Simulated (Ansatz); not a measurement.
I₄Zr, singlet, geometry from GFN2-xTB (such geometries of metal compounds can be far from the true shape) (core potentials on I, Zr), with bond 2-1 at 1.25 times its length; B3LYP/def2-SVP (Ansatz, an electronic-structure program).

The Ansatz input:
Ansatz 0.2 input:
```yaml
crystal:
  periodic: [false, false, false]
  atoms:
    - {symbol: Zr, position_ang: [-0.00000000, 0.00000000, -0.00000000]}
    - {symbol: I, position_ang: [2.73182156, -0.81183099, -2.01404396]}
    - {symbol: I, position_ang: [0.86527892, 0.40345503, 2.62347539]}
    - {symbol: I, position_ang: [-1.19847694, 2.33403420, -0.95396228]}
    - {symbol: I, position_ang: [-1.85225923, -2.08802445, -0.05827794]}
basis:
  gaussian:
    orbitals: def2-SVP
hamiltonian:
  xc: b3lyp
```

What the program printed (banner, timings and long lists left out):

```
Functional definition: B3LYP
1666 factors; integrals over basis functions are off by at most 3.8e-4 eV
mean field evaluation 1: about -33697.4445 eV, gradient 2.5e1 eV
mean field evaluation 2: about -33467.9322 eV, gradient 2.4e2 eV
mean field evaluation 4: about -33697.9891 eV, gradient 2.4e1 eV
mean field evaluation 8: about -33700.2218 eV, gradient 4.9e-1 eV
mean field evaluation 16: about -33700.2721 eV, gradient 1.5e-4 eV
mean field -33700.27205091 eV, -1238.4621550062 hartree, gradient 6.2e-5 eV, S^2 0.000000; 0 other end points of the search recorded, 0 dependent functions left out
reference -33700.27236196 eV, -1238.4621664371 hartree; 56, 56 occupied and 79, 79 virtual orbitals, 1666 factors
Total energy: -33700.27236196 eV, -1238.4621664371 hartree
```
